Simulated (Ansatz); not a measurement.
FH3NPZn, SMILES `N[PH][Zn][F]`, relaxed with RKS PBE0-D4/def2-TZVP in Ansatz 0.2.0 from a GFN2-xTB geometry. The force threshold is 0.005 eV/Å; the program also tests the step.

Total charge 0; spin multiplicity 1.

Start:

```xyz
7

N    -0.589   -0.551    0.464
P     1.076   -0.175    0.457
Zn    0.615    1.560   -1.028
F    -0.427    0.781   -2.256
H    -0.826   -1.269    1.140
H    -0.894   -0.863   -0.456
H     1.045    0.517    1.678
```

(1) How much energy does the relaxation release, and in how many steps? (Best estimate.)

(2) Which bonds change most? (Best estimate.)

(3) Give the relaxed structure. (An estimate is asked.)

Answers

(1) Computed: 93.03 kJ/mol, in 23 steps, 2 of them rejected.

(2) The calculation gave: P2–Zn3 from 2.330 to 2.280 Å; Zn3–F4 from 1.789 to 1.764 Å; P2–H7 from 1.404 to 1.421 Å; N1–H6 from 1.018 to 1.007 Å.

(3) The calculation gave: 
```xyz
7

N    -0.491   -1.024    0.918
P     0.896   -0.068    0.603
Zn    0.511    1.013   -1.367
F     0.240    1.770   -2.937
H    -0.339   -2.010    0.778
H    -1.403   -0.743    0.600
H     0.586    1.063    1.405
```
